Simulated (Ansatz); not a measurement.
`O=C=[N][SnH2][Cl]` + HI → `[Cl][SnH2][I]` + `N=C=O` at 400 K and 1 bar (ligand exchange at the Sn–N bond).

Gas-phase electronic energies from Ansatz, PBE0-D4/def2-TZVP geometries. CBS: MP2 limit from def2 TZ/QZ plus the TZ coupled-cluster correction, frozen cores. This one scheme is used for every species. Elements past krypton have def2 core potentials. For I, Sn outer-core shells are correlated without core-valence functions, which leaves a few kJ/mol of doubt a bond. Each species was taken in one conformer, which may not be the lowest.

```
            species  CCSD(T)/CBS energy (Eh)  H − E (kJ/mol)  S (J/(mol·K))
`O=C=[N][SnH2][Cl]`               -842.98343           105.3          403.7
                 HI               -298.03592            25.7          215.0
    `[Cl][SnH2][I]`               -972.52417            65.2          363.1
            `N=C=O`               -168.51995            72.4          252.4
```

H − E and S are ideal-gas, rigid-rotor, harmonic terms from PBE0-D4/def2-TZVP, for one conformer and one mirror image of each species. 1 Eh = 2625.50 kJ/mol, R = 8.31446 J/(mol·K).

Problem. By hand: ΔE, ΔH, ΔS and ΔG.

Solution. ΔE = (-972.52417) + (-168.51995) − (-842.98343) − (-298.03592) = -0.02477 Eh = -65.0 kJ/mol. Δ(H − E) = 65.2 + 72.4 − 105.3 − 25.7 = 6.6, so ΔH = -58.4 kJ/mol. ΔS = 363.1 + 252.4 − 403.7 − 215.0 = -3.2 J/(mol·K). ΔG = -58.4 − 400 × (-3.2)/1000 = -57.1 kJ/mol.

Problem. By hand: the equilibrium constant, and the temperature at which ΔG would vanish if ΔH and ΔS stayed fixed.

Solution. log₁₀ K = −ΔG/(RT ln 10) = 7.5. ΔG = 0 at ΔH/ΔS = 18250 K, far beyond where these terms or the molecules hold.

The number of gas molecules stays the same, so ΔS is small and ΔH decides. A doubt of 5 kJ/mol in ΔE shifts log₁₀ K by 0.7 here. Other conformers and mirror images would add mixing entropy, several J/(mol·K) or more a flexible species. Modes under 60 cm⁻¹, often nearly free rotors, make the harmonic entropy too high. These are equilibria of isolated gas molecules and say nothing of rates. Largest T1 diagnostic: 0.018 (customary marks: 0.02 for closed shells, 0.045 for open ones).
